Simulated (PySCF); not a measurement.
Two species compared at the same levels of theory.

First species: C4H8O2SSi2.
SMILES: `C(O[Si@@H](S[SiH3])C)(C#C)=O`

Second species: C₅H₇Cl₃Si.
SMILES: `CC#C[Si@H](CCl)C(Cl)Cl`

Levels: PBE0/pcSseg-1 for dipole moment, HOMO energy, LUMO energy and HOMO–LUMO gap; GFN2-xTB for rotational constant A and rotational constant C. Geometries: GFN2-xTB. Each structure is a single optimised conformer of the isolated species, non-relativistic unless stated. Electronic properties by PySCF.

Dipoles, sizes and rotational constants follow the conformer. The torsions of the flexible species, by atom-mapped SMILES:
- `[CH:1]#[C:2][C:3](=[O:4])[O:5][Si@H:6]([CH3:7])[S:8][SiH3:9]`: C2–C3–O5–Si6 -179°, C3–O5–Si6–C7 -63°, O5–Si6–S8–Si9 -7°
- `[CH3:1][C:2]#[C:3][Si@H:4]([CH2:5][Cl:6])[CH:7]([Cl:8])[Cl:9]`: C3–Si4–C5–Cl6 179°, C3–Si4–C7–Cl8 55°

Values for the first species:

```
Dipole moment         : 2.29 D
HOMO energy           : -7.36 eV
LUMO energy           : -1.75 eV
HOMO–LUMO gap         : 5.61 eV
Rotational constant A : 1.286 GHz
Rotational constant C : 0.503 GHz
```

(1) Estimate the same properties for the second species, and the change in each.

Answers

(1) 
```
             property      first     second  second less first
        dipole moment     2.29 D     3.32 D            +1.03 D
          HOMO energy   -7.36 eV   -7.89 eV           -0.53 eV
          LUMO energy   -1.75 eV   -0.44 eV           +1.31 eV
        HOMO–LUMO gap    5.61 eV    7.45 eV           +1.84 eV
rotational constant A  1.286 GHz  0.843 GHz         -0.443 GHz
rotational constant C  0.503 GHz  0.423 GHz         -0.080 GHz
```

On the first: A dipole of 2.29 D is allowed in C1, and pure rotational transitions are dipole-allowed. The dipole matches unit charges of opposite sign 0.48 Å apart (1 e·Å = 4.8032 D).

On the second: In atomic units the dipole is 1.31 e·bohr (1 au = 2.5417 D). GFN2-xTB frequencies show an imaginary mode (27i cm⁻¹), so this geometry is no minimum at that level.
